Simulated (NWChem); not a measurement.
Molecule: MgNH₃Se; SMILES [NH2][Mg][SeH]

```xyz
6

Mg     0.1382    -0.9935     0.0808
N      0.2963    -2.8623    -0.1186
H      0.7219    -3.3533    -0.8996
H     -0.0305    -3.5701     0.5330
Se    -0.0509     1.4194     0.3368
H     -1.3505     1.3948    -0.3587
```
Atoms are numbered in this order, from 1.

Program: NWChem. Pople sets run with spherical d functions. Structure relaxed at the PBE0/def2-SVP level. Vzz is the largest principal value of the second derivative of the potential at the nucleus (NWChem prints the opposite sign); η is the asymmetry. Non-relativistic.

### Question
Estimate the computed values for B3LYP/6-31G*. Quantities: Vzz Mg1 (a.u.); η Mg1; Vzz N2 (a.u.); η N2; Vzz Se5 (a.u.); η Se5.

### Answer
| Property | Value |
|---|---|
| Vzz Mg1 (a.u.) | -0.703 |
| η Mg1 | 0.17 |
| Vzz N2 (a.u.) | -0.773 |
| η N2 | 0.62 |
| Vzz Se5 (a.u.) | 3.511 |
| η Se5 | 0.80 |
